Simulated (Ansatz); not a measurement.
Consider the substitution at a C–S bond: `CSC(O)=S` + `N[SiH3]` → `OC(=S)N[SiH3]` + CH₃SH.

Calculated with Ansatz (gas phase, PBE0-D4/def2-TZVP geometries, no zero-point term in ΔE). CCSD(T)/CBS adds triple-zeta CCSD(T) − MP2 to the extrapolated MP2 energy (def2 sets, frozen cores). This one scheme is used for every species. DFT in def2-TZVPP. B3LYP here is the variant with VWN-RPA as its local correlation; programs differ in this. One conformer a species, not always the lowest.

CCSD(T)/CBS gives -48.6 kJ/mol.

**Question.** Another level gave -59.1 kJ/mol. Which?
A. HF/def2-TZVPP
B. B3LYP-D4/def2-TZVPP
C. PBE/def2-TZVPP
D. CCSD/def2-TZVPP

**Answer.** D. CCSD/def2-TZVPP -59.1, PBE -43.2, B3LYP-D4 -50.8, HF/def2-TZVPP -78.1 kJ/mol.

Largest T1 diagnostic among the species: 0.016.

In def2-TZVPP, CCSD(T) changes the Hartree–Fock value by +25.1 kJ/mol (the triples alone add +6.1 kJ/mol) and MP2 by +32.5 kJ/mol. From PBE to PBE0 (25 % exact exchange), in def2-TZVPP and without D4, ΔE moves by −10.0 kJ/mol.
